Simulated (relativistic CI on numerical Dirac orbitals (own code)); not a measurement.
# Hyperfine structure of Hg²²⁺, mass number 201

Method of calculation: Dirac-Coulomb-Breit CI, separate exchange-only KLI orbitals for each configuration, a model potential for QED, unscaled Slater integrals (own radial code, finite nucleus).

Configurations in the expansion (outside the closed core [Ar] 3d10): 4s2 4p6 4d10 4f12, 4s2 4p6 4d10 4f11 5s, 4s2 4p6 4d10 4f10 5s2, 4s2 4p6 4d10 4f11 5p, 4s2 4p6 4d10 4f10 5s 5p, 4s2 4p6 4d9 4f13, 4s2 4p6 4d8 4f14, 4s2 4p6 4d10 4f11 5f, 4s2 4p5 4d10 4f13, 4s2 4p6 4d10 4f11 6s, 4s2 4p6 4d9 4f12 5s, 4s2 4p6 4d10 4f11 6p, 4s 4p6 4d10 4f13, 4s2 4p4 4d10 4f14, 4s2 4p5 4d9 4f14, 4p6 4d10 4f14. Levels of other configurations are missing.

Nuclear spin I = 3/2, μ = -0.558 μN, Q = 0.387 b (tables of Stone and Pyykkö). The electronic factors are computed for point nuclear moments, without core polarisation or the Bohr-Weisskopf and QED corrections.

| Level | E (cm⁻¹) | A (MHz) | B (MHz) |
| --- | --- | --- | --- |
| 4s2 4p6 4d10 4f12 3H_6 | 0.0 | -963.9 | -2180 |
| 4s2 4p6 4d10 4f12 3F_4 | 10090.5 | -967.7 | 198 |
| 4s2 4p6 4d10 4f12 3H_5 | 32348.2 | -1279 | -1950 |
| 4s2 4p6 4d10 4f12 3F_3 | 45591.0 | -1136 | 585 |
| 4s2 4p6 4d10 4f12 3H_4 | 72699.5 | -1748 | -1230 |
| 4s2 4p6 4d10 4f12 3P_2 | 74328.2 | -1080 | 653 |
| 4s2 4p6 4d10 4f12 1I_6 | 88588.0 | -1310 | -4340 |
| 4s2 4p6 4d10 4f12 3P_1 | 95331.8 | 74.73 | -655 |

Levels with J = 0, under 50 % of one LS term, or S terms without an open s electron are left out. Small factors come from cancelling terms and can be off by tens of per cent or more.

At this charge transitions that keep the count of f electrons are usually good to a few per cent. Terms inside the open d or f shell come out 10 to 20 % too wide with unscaled integrals. Levels that differ in their count of f electrons can be misplaced by several ten thousand cm⁻¹, since the correlation energy of f electrons is missing or only estimated; rates across such gaps can be off by orders of magnitude.

Problem. Give the hyperfine levels of 4s2 4p6 4d10 4f12 3H_6 relative to its centre of gravity.

Solution. With K = F(F + 1) − I(I + 1) − J(J + 1), E = AK/2 + B[¾K(K + 1) − I(I + 1)J(J + 1)]/[2I(2I − 1)J(2J − 1)]: F = 9/2: 9254, F = 11/2: 5314, F = 13/2: -629, F = 15/2: -9219 MHz.

LS names give the leading component of a level, which can be under half, so a name can repeat, a term be missing and a line seem to break the LS rules.
